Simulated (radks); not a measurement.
Values are calculated unless marked as measured or tabulated.
Q: Numerical settings for neutral silver, [Kr] 4d10 5s1. Level of theory: scalar-relativistic Kohn-Sham, PBE, spin-polarised, spherical densities, point nucleus; open shells are filled with parallel spins first (spin-orbit coupling, left out, can overturn this in heavy ions) (a radial shooting solver on a logarithmic mesh with Libxc functionals). The defaults (mesh step 0.008 in ln r, mesh end at 40 bohr or more with all orbitals vanishing there, Anderson mixing 0.5 over 9 steps, residual threshold near 1e-9 with the energy settled to 1e-9 hartree or 1e-11 of itself, here a cap of 88 iterations) give E = -5316.0418 hartree and 5s at -4.734 eV in 14 iterations. Run on one thread of a shared host, so times are rough (Intel(R) Xeon(R) 6975P-C): 0.19 s of CPU time, 0.19 s wall, 14 iterations on 2725 mesh points. One setting is changed at a time: mesh step in ln r 0.005; mesh step in ln r 0.012; mesh step in ln r 0.08; mesh end (bohr) 400; mesh end (bohr) 12; residual threshold 1e-13; residual threshold 0.001; mixing 0.05; linear mixing, mixing 1; linear mixing, mixing 0.5; mixing history 20; iteration cap 8. Which runs fail to converge, and which converge to a wrong energy?

A: Not converged within the cap: mesh step in ln r 0.08; linear mixing, mixing 1; iteration cap 8. No run marked as converged misses the energy by more than 1 mhartree.
